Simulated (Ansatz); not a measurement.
Two members of one family (Same ligands, another metal), computed with Ansatz in the gas phase; def2 core potentials for Pd, Pt, no spin–orbit coupling. A negative affinity means that the extra electron isn't bound at that geometry and level; within about 0.2 eV of zero the sign isn't settled. Binding counts from free atoms in the multiplicity of their measured ground term, without zero-point energy. Names give formal oxidation states. A dash marks a value that wasn't run or was left out as unsound. The structures are stationary points that may keep the symmetry of their start. Remarks come from the PBE and PBE0 runs and from stability tests at other levels; not every state was tested. A HOMO above zero means that the electron is unbound at that level and held by the basis, or that self-interaction error raises the level; the energy of removing that electron tells which. HOMO above LUMO (over both spins in singlets and doublets, within one spin in higher multiplets; at PBE or PBE0), or a gap under 0.15 eV within one spin, warns that the state may not be the lowest or that an electron is smeared out.

First: Pt(PH3)2 (singlet, charge 0, PBE0-D4/def2-SVP geometry).

```
atom   x (Å)   y (Å)   z (Å)
 Pt1   0.001   0.005  -0.004
  P2   1.163   1.112   1.560
  H3   2.316   0.515   2.139
  H4   0.528   1.494   2.773
  H5   1.744   2.372   1.254
  P6  -1.162  -1.109  -1.561
  H7  -0.562  -1.411  -2.815
  H8  -2.374  -0.564  -2.068
  H9  -1.654  -2.413  -1.278
```

```json
{"level": "PBE-D4/def2-TZVPD", "HOMO (eV)": "-4.58", "LUMO (eV)": "-1.40", "gap (eV)": "3.17", "vertical EA (eV)": "-0.46", "binding per atom (eV)": "2.91"}
{"level": "r2SCAN-D4/def2-TZVP", "HOMO (eV)": "-4.69", "LUMO (eV)": "-1.18", "gap (eV)": "3.51", "vertical EA (eV)": "–", "binding per atom (eV)": "2.90"}
{"level": "r2SCAN-D4/def2-TZVPD", "HOMO (eV)": "-4.73", "LUMO (eV)": "-1.21", "gap (eV)": "3.52", "vertical EA (eV)": "-0.57", "binding per atom (eV)": "2.90"}
{"level": "PBE0-D4/def2-TZVPD", "HOMO (eV)": "-5.81", "LUMO (eV)": "-0.64", "gap (eV)": "5.17", "vertical EA (eV)": "-0.61", "binding per atom (eV)": "2.85"}
{"level": "HSE06-D4/def2-TZVP", "HOMO (eV)": "-5.39", "LUMO (eV)": "-0.93", "gap (eV)": "4.46", "vertical EA (eV)": "–", "binding per atom (eV)": "2.85"}
```

Metal–donor distances: 2 × P 2.24 Å. Remarks: HOMO above zero (-1 doublet).

Second: Pd(PH3)2 (singlet, charge 0, PBE0-D4/def2-SVP geometry).

```
atom   x (Å)   y (Å)   z (Å)
 Pd1  -0.002   0.018  -0.016
  P2  -1.926   0.635   1.001
  H3  -1.929   1.065   2.359
  H4  -3.006  -0.283   1.137
  H5  -2.713   1.714   0.505
  P6   1.925  -0.628  -1.008
  H7   2.991   0.293  -1.218
  H8   1.930  -1.162  -2.327
  H9   2.730  -1.653  -0.432
```

Estimate how these quantities change from the first to the second (second minus first).


```csv
level,Δ HOMO (eV),Δ LUMO (eV),Δ gap (eV),Δ vertical EA (eV),Δ binding per atom (eV)
PBE-D4/def2-TZVPD,0.02,0.11,0.08,-0.20,-0.16
r2SCAN-D4/def2-TZVP,0.13,0.12,0.00,–,-0.15
r2SCAN-D4/def2-TZVPD,0.11,0.12,0.01,-0.15,-0.15
PBE0-D4/def2-TZVPD,0.31,0.14,-0.18,-0.21,-0.17
HSE06-D4/def2-TZVP,0.34,0.11,-0.23,–,-0.18
```

Metal–donor distances: 2 × P 2.26 Å. Remarks: HOMO above zero (-1 doublet), gap within one spin near zero at PBE or PBE0 (-1 doublet).
